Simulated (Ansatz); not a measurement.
`[F][Ge][SH]` + HBr → `[F][Ge][Br]` + H₂S at 600 K and 1 bar (ligand exchange at a Ge–S bond).

Gas-phase electronic energies from Ansatz, PBE0-D4/def2-TZVP geometries. CCSD(T)/CBS is the MP2 limit (def2-TZVPP, def2-QZVPP) plus CCSD(T) − MP2 in def2-TZVPP, frozen cores. This one scheme is used for every species. For Br, Ge outer-core shells are correlated without core-valence functions, which leaves a few kJ/mol of doubt a bond. Scalar relativity is left out up to krypton. One conformer a species, not always the lowest.

```csv
species,CCSD(T)/CBS energy (Eh),H − E (kJ/mol),S (J/(mol·K))
`[F][Ge][SH]`,-2574.33845,64.0,342.3
HBr,-2573.91920,33.5,219.1
`[F][Ge][Br]`,-4749.29775,36.2,338.9
H₂S,-398.97279,60.8,230.9
```

H − E and S are ideal-gas, rigid-rotor, harmonic terms from PBE0-D4/def2-TZVP, for one conformer and one mirror image of each species. 1 Eh = 2625.50 kJ/mol, R = 8.31446 J/(mol·K).

**Question.** By hand: ΔE, ΔH, ΔS and ΔG.

**Answer.** ΔE = (-4749.29775) + (-398.97279) − (-2574.33845) − (-2573.91920) = -0.01289 Eh = -33.8 kJ/mol. Δ(H − E) = 36.2 + 60.8 − 64.0 − 33.5 = -0.5, so ΔH = -34.3 kJ/mol. ΔS = 338.9 + 230.9 − 342.3 − 219.1 = 8.4 J/(mol·K). ΔG = -34.3 − 600 × (8.4)/1000 = -39.3 kJ/mol.

**Question.** By hand: the equilibrium constant, and the temperature at which ΔG would vanish if ΔH and ΔS stayed fixed.

**Answer.** log₁₀ K = −ΔG/(RT ln 10) = 3.4. ΔH and −TΔS have one sign here, so there is no such temperature.

The number of gas molecules stays the same, so ΔS is small and ΔH decides. A doubt of 5 kJ/mol in ΔE shifts log₁₀ K by 0.4 here. Other conformers and mirror images would add mixing entropy, several J/(mol·K) or more a flexible species. These are equilibria of isolated gas molecules and say nothing of rates. Largest T1 diagnostic: 0.015 (customary marks: 0.02 for closed shells, 0.045 for open ones).

ΔS is within the doubt of such terms, so its sign, and with it that verdict, could turn.
